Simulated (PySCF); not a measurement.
Input for PySCF: U-B3LYP/6-31G* on C2H6Be (SMILES [BeH][CH2]C), a point of a bond scan (R = 1.332 Å).

```python
from pyscf import gto, scf, dft, mp
from pyscf.data.elements import chemcore

mol = gto.M(
    atom='''
    Be   -1.44516997   -0.33871489    0.77011572
    H    -2.68932334   -0.19576248    1.22435394
    C     0.12565595   -0.52296854    0.19841947
    C     0.70149886    0.65782353   -0.61085270
    H     0.16969963   -1.43496437   -0.41255321
    H     0.78521691   -0.73143034    1.05193390
    H     0.72544400    1.57703414   -0.02083937
    H     0.10330796    0.86593489   -1.50107434
    H     1.72340588    0.46491778   -0.94768440
    ''',
    basis='6-31g*',
    cart=True,
    charge=0, spin=0, verbose=3, max_memory=1800)
mf = dft.UKS(mol, xc='b3lyp')
mf.conv_tol = 1e-8
mf.max_cycle = 100
mf.init_guess_breaksym = True
mf.kernel()
if not mf.converged:
    mf = mf.newton().run(mf.mo_coeff, mf.mo_occ)
for _ in range(4):
    mo, _, stable, _ = mf.stability(return_status=True)
    if stable:
        break
    mf.kernel(mf.make_rdm1(mo, mf.mo_occ))
```

The log:

```
converged SCF energy = -94.55759998353  <S^2> = 4.8105164e-10  2S+1 = 1
<class 'pyscf.dft.uks.UKS'> wavefunction is stable in the internal stability analysis
```

The run converged.

Cost: about 70 core-seconds (a rough figure).
